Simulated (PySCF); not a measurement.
B(F)(H)(iPr) (C₃H₈BF), SMILES CC(C)BF.

Geometry: B3LYP-D3(BJ)/def2-SVP. This is a generated structure with no PubChem entry under its InChIKey; it may be hypothetical. One conformer was computed; it need not be the lowest.

Two levels are set side by side: TDA-PBE/def2-SVPD (PySCF) and TDA-LC-ωPBE/def2-SVPD (PySCF). Vertical, same geometry. The lowest singlet is HOMO→LUMO 99 % with PBE and HOMO→LUMO 77 % with the other functional; states are paired by order. Differences are taken from unrounded values.

```tsv
quantity	TDA-PBE
lowest singlet excitation (eV)	5.45
lowest triplet excitation (TDA) (eV)	4.93
```

### Question
These are the TDA-PBE values. What does TDA-LC-ωPBE give? (An estimate is asked for; the answer gives what the named calculation found.)

### Answer

```json
[
 {"quantity": "lowest singlet excitation (eV)", "TDA-LC-ωPBE": "6.20", "TDA-PBE minus TDA-LC-ωPBE": "-0.76"},
 {"quantity": "lowest triplet excitation (TDA) (eV)", "TDA-LC-ωPBE": "5.54", "TDA-PBE minus TDA-LC-ωPBE": "-0.61"}
]
```

Functionals without exact exchange tend to place singlet excitations lower, as here. Differences between two approximate levels are no errors against the true value.

Rough cost on one machine, each run with all the roots and properties that it gave: TDA-LC-ωPBE against TDA-PBE about 3 times.
